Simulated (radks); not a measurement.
Coulomb parameter of the 3d shell of the cobalt ion Co3+ in the model configuration [Ar] 3d5 4s1, as a second difference U = [E(n + 0.5) + E(n - 0.5) - 2 E(n)] / (0.5)^2 with all orbitals relaxed. "Bare": the charge of the atom changes with n. "Screened": the 4s shell takes up the change at fixed total charge, which measures U(3d,3d) + U(4s,4s) - 2 U(3d,4s). All-electron calculation, Dirac Kohn-Sham, PBE, spin-unpolarised, spherical densities, finite nucleus; open shells are shared between the two j in proportion to 2j + 1; Fermi nuclear charge, rms radius 3.7875 fm. Program: a radial shooting solver on a logarithmic mesh with Libxc functionals.

case              configuration  E - E(n) (eV)
start              [Ar] 3d5 4s1          0.000
bare +0.5        [Ar] 3d5.5 4s1        -23.887
bare -0.5        [Ar] 3d4.5 4s1         29.062
screened +0.5  [Ar] 3d5.5 4s0.5         -8.224
screened -0.5  [Ar] 3d4.5 4s1.5          9.562

U(bare) = 20.701 eV, U(screened by 4s) = 5.352 eV.
